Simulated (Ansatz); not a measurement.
Molecule: C₄H₁₂Mo, net charge 0, singlet state. This is an excited singlet: at this geometry the triplet lies 0.62 eV lower at RI-MP2/CBS(def2-TZVPPD,def2-QZVPPD)+[CCSD(T)-MP2]/def2-TZVPPD. SMILES: [CH3][Mo]([CH3])([CH3])[CH3]
Geometry: optimised at B3LYP-D3(BJ)/def2-TZVP (Ansatz, an electronic-structure program).

Wanted: vertical triplet-singlet gap (E(triplet) - E(singlet); each state is the SCF solution reached for its spin; the molecule has degenerate orbitals, so one determinant may break the symmetry; for the singlet the Hartree-Fock reference is unstable and T1 is 0.022), in kcal/mol. Valence correlation only, unless marked. UHF or UKS for open shells. No spin-orbit coupling. Frozen are the shells of the preceding noble gas and the d and f shells that filled before the atom's block. Past Kr the def2 sets carry scalar-relativistic core potentials. CBS(X,Y): correlation extrapolated as X^-3; Hartree-Fock from the larger set. [CCSD(T)-MP2]/basis is that difference in the basis named.

```tsv
level	program	vertical triplet-singlet gap (kcal/mol)
B3LYP/def2-TZVPD	Ansatz	…
BHLYP/def2-TZVPD	Ansatz	…
wB97X-V/def2-TZVPD	Ansatz	-12.5
RI-MP2/CBS(def2-TZVPPD,def2-QZVPPD)+[CCSD(T)-MP2]/def2-TZVPPD	Ansatz	-14.3
```

Q: Complete the blanks.

A: 
- B3LYP/def2-TZVPD, vertical triplet-singlet gap (kcal/mol): -13.9
- BHLYP/def2-TZVPD, vertical triplet-singlet gap (kcal/mol): -17.6
